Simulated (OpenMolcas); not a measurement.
## Re3+: effect of the IPEA shift

| Property | Result |
| --- | --- |
| Program | OpenMolcas |
| Basis | ANO-RCC-VTZP [8s7p5d3f2g1h] |
| Scalar Hamiltonian | DKH2, point nucleus |
| Active space | 4 electrons in 10 orbitals (5d 6d) |
| State averaging | 2S+1 = 5 even, 5 roots; 2S+1 = 3 even, 45 roots; 2S+1 = 1 even, 50 roots |
| Spin-orbit coupling | state interaction with AMFI integrals over the reference wave functions, term energies averaged over their components |

Methods on the same reference wave functions:
A. CASSCF
B. MS-CASPT2, IPEA 0 Eh, imaginary shift 0.1 Eh (closed shells correlated: 5s 5p)
C. MS-CASPT2, IPEA 0.25 Eh, imaginary shift 0.1 Eh (closed shells correlated: 5s 5p)

Energies in cm⁻¹ above 5d⁴ ⁵D₀, the measured ground level; measured values from the list in Brasseur, Gamrath and Quinet, At. Data Nucl. Data Tables 157, 101636 (2024).

```csv
Level,A,B,C,Measured
5d⁴ ⁵D₀ [66 %],0.0,0.0,0.0,0.0
5d⁴ ⁵D₁,2493,3290,3150,3084
5d⁴ ⁵D₂,5184,6330,6120,5979
5d⁴ ⁵D₃,7685,8780,8580,8350
5d⁴ ⁵D₄,9893,10580,10490,10121
5d⁴ ³P₀(1) [56 %],17432,14890,15210,
5d⁴ ³H₄ [58 %],18892,18040,18090,16946
5d⁴ ³G₃ [56 %],22899,20950,21220,19817
5d⁴ ³H₅,22983,22190,22280,20930
5d⁴ ³P₁(1),23541,19900,20490,19340
5d⁴ ³F₂(1) [72 %],24011,20880,21390,19851
5d⁴ ³H₆,24991,24340,24370,22896
5d⁴ ³P₂(1) [60 %],29336,25230,25900,
5d⁴ ³F₃(1) [54 %],30494,27740,28250,
5d⁴ ³D₃ [63 %],32924,29900,30190,28526
5d⁴ ³G₅,33173,31760,31920,30052
5d⁴ ¹I₆,35320,34450,34360,32396
5d⁴ ³D₁,36294,33090,33440,31543
5d⁴ ¹G₄(1) [53 %],40468,38220,38490,
5d⁴ ¹S₀(1),41838,38190,38620,36484
5d⁴ ¹F₃ [69 %],45532,40750,41030,38458
5d⁴ ³P₂(2),50114,44540,44970,
5d⁴ ³F₄(2) [68 %],51760,47730,47790,
5d⁴ ³F₂(2) [71 %],53395,48680,49010,
```

Deviations, from unrounded energies. A percentage is the sum of absolute deviations over the sum of measured energies, with the sign that they share, or ± where signs differ.

| Against measurement | Levels | A | B | C |
| --- | --- | --- | --- | --- |
| mean absolute deviation (cm-1) | 16 | 3000 | 1200 | 1300 |
| fine structure of the ground term (%) | 4 | -8.3 | +5.3 | +2.9 |
| other terms of the ground configuration (%) | 12 | +14.2 | +5.4 | +6.4 |

B lies closest to measurement on these levels and A furthest from it. The largest miss of B in the table is 5d⁴ ¹F₃ [69 %], by +2300 cm-1. The ranking rests on the paired levels alone, and a cruder setting can come out closer through cancelling errors.

Between B and C the level of the table that moves most is 5d⁴ ³P₂(1) [60 %], by 670 cm-1 (lowest in B, highest in C). Moves below CASPT2's spread within the term are not significant.

The mean deviations of B to C differ by less than CASPT2's widest spread within a term (720 cm-1), so their order carries little weight.

From A to B the spin-free energies of the other terms of 5d⁴ shown, above ⁵D, scale by factors of 0.69 to 0.90.

The lowest spin-free term lies below A's lowest term by 0.277 hartree in B, 0.271 hartree in C.

Term energies are means over components that CASPT2 splits; among the terms shown or strongly mixed into the levels shown the widest spread is 720 cm-1 (5d⁴ ¹I, C). Active for correlation alone: 6d; no level in the range computed is led by a configuration that fills it, so any true level of that kind is missing. Without dynamic correlation excited terms often stand tens of per cent too high (terms of higher spin than the ground term too low), and those without a measured partner can miss by more than the paired ones (holds for A). Some levels mix across a computed gap that differs much from the measured one, so their mixing is not that of the real levels (holds for A). The CASPT2 spread within a term exceeds the gap to the next term for 5d⁴ ³D and 5d⁴ ¹I, so the order of their levels is uncertain (holds for C). Measured partners are found by configuration, term and J. A level has none where our copy of the source lacks it or the pairing is in doubt (some pairs that miss far off the trend of their configuration count as doubtful), and it then counts in no deviation. Levels of configurations outside the active space are missing. Levels that lie high or do not pair safely by name in every column are left out.

A share in square brackets marks a mixed level and gives the weight of the term that names it, the lowest over the columns. A number in round brackets counts repeated terms of one configuration in the order of the reference energies.
